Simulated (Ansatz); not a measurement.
`B[C](=C)[SnH3]` and `BC(=C)BO` differ in one atom or group.

Ansatz, PBE0-D4/def2-TZVP geometries, multiplicity 1. Each molecule was computed in one conformer, which needn't be the lowest.

Elements past krypton have def2 core potentials.

```
                                          property  `B[C](=C)[SnH3]`
               LUMO energy (B3LYP/def2-TZVPP) / eV             -2.47
                HOMO energy (PBE0/def2-TZVPP) / eV             -7.92
               HOMO energy (B3LYP/def2-TZVPP) / eV             -7.74
             HOMO energy (ωB97M-V/def2-TZVPP) / eV            -10.07
size of the dipole moment (ωB97M-V/def2-TZVPP) / D              1.18
                 HOMO energy (PBE/def2-TZVPP) / eV             -6.76
```

(1) What does the change do to each property? (Estimate.)

## Answers

(1) The calculation gave: 
| property | `BC(=C)BO` | shift |
| --- | --- | --- |
| LUMO energy (B3LYP/def2-TZVPP) / eV | -2.64 | -0.17 |
| HOMO energy (PBE0/def2-TZVPP) / eV | -8.36 | -0.44 |
| HOMO energy (B3LYP/def2-TZVPP) / eV | -8.18 | -0.44 |
| HOMO energy (ωB97M-V/def2-TZVPP) / eV | -10.65 | -0.58 |
| size of the dipole moment (ωB97M-V/def2-TZVPP) / D | 1.65 | 0.47 |
| HOMO energy (PBE/def2-TZVPP) / eV | -6.98 | -0.22 |

With PBE0 the HOMO falls by 0.44 eV and the LUMO falls by 0.17 eV, so the gap widens by about 0.27 eV. PBE moves the HOMO by -0.22 eV and ωB97M-V by -0.58 eV. Dipoles are sizes alone; their direction can turn.

B3LYP here is the variant with VWN-RPA as its local correlation; programs differ in this.
